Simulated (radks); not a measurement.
All-electron atom: Cu13+ in [Ne] 3s2 3p4. All-electron calculation, Dirac Kohn-Sham, PBE, spin-unpolarised, spherical densities, point nucleus; open shells are shared between the two j in proportion to 2j + 1. Program: a radial shooting solver on a logarithmic mesh with Libxc functionals.

Normalised radial functions P(r) = r R(r) (large component), r in bohr:

```
   r/bohr * 1s1/2, o 2p1/2, + 3p3/2 (the largest magnitude, 3.91, reaches the edge; | marks zero, & curves that meet)
 0.003389                             &      *
 0.003791                             &       *
  0.00424                             &       *
 0.004743                             &        *
 0.005305                             &         *
 0.005934                             &          *
 0.006637                             &           *
 0.007423                             &            *
 0.008303                             &             *
 0.009287                             &              *
  0.01039                             +o               *
  0.01162                             +o                *
    0.013                             +o                 *
  0.01454                             +o                   *
  0.01626                             +o                    *
  0.01819                             |&                     *
  0.02034                             |+o                     *
  0.02275                             |+o                      *
  0.02545                             |+o                       *
  0.02846                             |+ o                       *
  0.03184                             |+ o                       *
  0.03561                             | + o                      *
  0.03983                             | +  o                     *
  0.04455                             | +   o                   *
  0.04983                             |  +  o                  *
  0.05574                             |  +   o                *
  0.06284                             |   +   o             *
  0.07029                             |   +    o          *
  0.07862                             |    +     o     *
  0.08794                             |    +      o  *
  0.09836                             |    +      *o
     0.11                             |    +    *  o
   0.1231                             |     + *     o
   0.1376                             |    +*        o
    0.154                             |   *+         o
   0.1722                             |  *+          o
   0.1926                             | * +         o
   0.2154                             |*+          o
    0.241                             |&          o
   0.2695                            +*          o
   0.3015                          +  *        o
   0.3372                        +    *       o
   0.3771                       +     *     o
   0.4218                     +       *   o
   0.4718                    +        *  o
   0.5278                   +         * o
   0.5903                   +         *o
   0.6603                    +        *o
   0.7385                     +       &
    0.826                      +      &
   0.9239                        +    &
    1.033                         +   &
    1.156                          +  &
    1.293                           + &
    1.446                            +&
    1.617                             &
    1.809                             &
    2.024                             &
```

1s1/2: eigenvalue -9269.8 eV, 0 radial nodes, <r> = 0.0521 bohr, 90 % of the charge inside 0.0931 bohr. 2p1/2: eigenvalue -1350.6 eV, 0 radial nodes, <r> = 0.203 bohr, 90 % of the charge inside 0.331 bohr. 3p3/2: eigenvalue -420.95 eV, 1 radial node at r = 0.256 bohr, <r> = 0.618 bohr, 90 % of the charge inside 0.919 bohr.
